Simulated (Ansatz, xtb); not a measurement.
# Relative energy of two conformers of C3H9FGe

Structure I: `C[CH2][Ge@H]([CH3])[F]`, a singlet. Structure II: `C[CH2][Ge@H]([CH3])[F]`, a singlet. Both are isolated molecules in the gas phase, relaxed with PBE0-D3(BJ)/pcseg-1.

I (Å):

```xyz
14

C    -0.6289    0.8576    3.5059
C    -0.0437    0.1135    2.3140
C    -0.6503   -0.9792   -0.7254
F    -2.0702    1.3182    0.5227
Ge   -1.3706   -0.2743    0.9358
H    -1.0945    1.7994    3.1926
H     0.1441    1.0959    4.2474
H    -1.3993    0.2640    4.0142
H     0.7542    0.6999    1.8381
H     0.4123   -0.8384    2.6223
H    -2.5628   -1.0909    1.4706
H     0.1490   -0.3282   -1.0954
H    -1.4380   -1.0334   -1.4842
H    -0.2430   -1.9852   -0.5708
```

II (Å):

```xyz
14

C    -1.2037   -0.1975    1.3475
C    -1.4875    1.1858    0.7770
C    -2.0382    0.2522   -2.3096
F    -2.9561    2.8595   -1.2121
Ge   -2.7273    1.1554   -0.7321
H    -2.1185   -0.6872    1.7061
H    -0.5124   -0.1443    2.1980
H    -0.7466   -0.8617    0.6025
H    -1.9157    1.8479    1.5408
H    -0.5635    1.6685    0.4314
H    -4.1302    0.6578   -0.3337
H    -1.9112   -0.8193   -2.1153
H    -2.7329    0.3743   -3.1473
H    -1.0689    0.6765   -2.5931
```

**Question.** Which of the two would you expect CCSD(T)/def2-SVP + ΔMP2/def2-TZVPP electronic energies to favour?

**Answer.** Too close to call at this level: CCSD(T)/def2-SVP + ΔMP2/def2-TZVPP gives E(II) − E(I) = +0.011 eV.

Level by level:

```tsv
level	geometry	E(II) − E(I) (eV)	departure from the last row (eV)	job, with rough time for the two
PBE0-D3(BJ)/pcseg-1	PBE0-D3(BJ)/pcseg-1	+0.019	+0.008	optimisation, 67 s
HF/def2-SVP	PBE0-D3(BJ)/pcseg-1	+0.019	+0.008	part of the CCSD(T) run
MP2/def2-SVP	PBE0-D3(BJ)/pcseg-1	+0.019	+0.008	part of the CCSD(T) run
CCSD(T)/def2-SVP	PBE0-D3(BJ)/pcseg-1	+0.020	+0.010	single point
CCSD(T)/def2-SVP + ΔMP2/def2-TZVPP	PBE0-D3(BJ)/pcseg-1	+0.011		single point, 1.8 min
```

The largest departure from CCSD(T)/def2-SVP + ΔMP2/def2-TZVPP is that of CCSD(T)/def2-SVP, 0.010 eV. Levels run at GFN2-xTB geometries aren't shown. The last row adds to CCSD(T) the change of the MP2 difference between the two basis sets, here −0.010 eV.

With harmonic frequencies from PBE0-D3(BJ)/pcseg-1 (ideal gas, rigid rotor, one conformer each, 200 K, 1 atm): on the last row, ΔE + ΔZPE = +0.009 eV. A mode under 50 cm⁻¹ makes harmonic enthalpies and free energies unreliable, so none is given.

The correlated steps freeze 13 core orbitals; the filled d shell of Ge is correlated, in a basis made for valence electrons. Run with Ansatz 0.2.0; the last row on 2 threads of Arm Neoverse V2 on a shared host.
